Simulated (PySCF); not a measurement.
# Pb₂: frontier orbitals

PBE0 at R = 2.881 Å; basis Pb cc-pVTZ-PP with ECP60; scalar-relativistic core potentials; PySCF 2.14. State: ³Σg⁻ (triplet), unpaired electrons π ↑↑. Only the outer orbitals are listed.

| spin | orbital | occ. | ε (eV) | main shells (%) |
| --- | --- | --- | --- | --- |
| α | σg | 1 | -14.57 | 95 s |
| α | σu | 1 | -12.08 | 96 s |
| α | πu | 1 | -5.21 | 97 p |
| α | πu | 1 | -5.21 | 97 p |
| α | σg | 1 | -5.18 | 95 p |
| α | πg | 0 | -2.23 | 99 p |
| α | πg | 0 | -2.23 | 99 p |
| β | σg | 1 | -13.67 | 96 s |
| β | σu | 1 | -11.43 | 97 s |
| β | σg | 1 | -4.78 | 96 p |
| β | πu | 0 | -2.92 | 99 p |
| β | πu | 0 | -2.92 | 99 p |
| β | πg | 0 | -1.22 | 98 p |

Which are the highest filled and the lowest empty level, where do they sit, and how wide is the gap?

Highest filled β σg at -4.78 eV (in %: 96 p); lowest empty β πu at -2.92 eV (in %: 99 p); the gap at PBE0 is 1.86 eV.

The bond order (Mayer) is 1.96. The ⟨S²⟩ is 2.003. The polarisability along the bond is 210.4 bohr³. The polarisability across the bond is 80.0 bohr³.

These are scalar-relativistic numbers at best; spin–orbit coupling would shift them, the dissociation energy most. The state is the lowest determinant that a PBE0 search found; another state may lie lower at other levels.
